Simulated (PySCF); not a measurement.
## Orbital picture of Sn₂⁺

r²SCANh at R = 2.799 Å; PySCF, scalar-relativistic core potentials, basis sets Sn def2-SVP with ECP28. State: ⁴Σg⁻ (quartet), unpaired electrons σ ↑, π ↑↑. Only the outer orbitals are listed.

| spin | orbital | occ. | ε (eV) | main shells (%) |
| --- | --- | --- | --- | --- |
| α | σg | 1 | -19.41 | 92 s |
| α | σu | 1 | -16.47 | 95 s |
| α | σg | 1 | -11.50 | 91 p, 8 s |
| α | πu | 1 | -10.87 | 98 p |
| α | πu | 1 | -10.87 | 98 p |
| α | πg | 0 | -8.24 | 99 p |
| α | πg | 0 | -8.24 | 99 p |
| α | σu | 0 | -5.38 | 96 p |
| β | σg | 1 | -17.54 | 94 s |
| β | σu | 1 | -14.94 | 96 s |
| β | σg | 0 | -8.95 | 93 p |
| β | πu | 0 | -8.48 | 98 p |
| β | πu | 0 | -8.48 | 98 p |

Which are the highest filled and the lowest empty level, where do they sit, and how wide is the gap?

Highest filled α πu at -10.87 eV (in %: 98 p); lowest empty β σg at -8.95 eV (in %: 93 p); the gap at r²SCANh is 1.92 eV.

The bond order (Mayer) is 1.65. The ⟨S²⟩ is 3.754.

Spin–orbit coupling is left out. The state was picked by a PBE0 search and need not be the measured ground state.
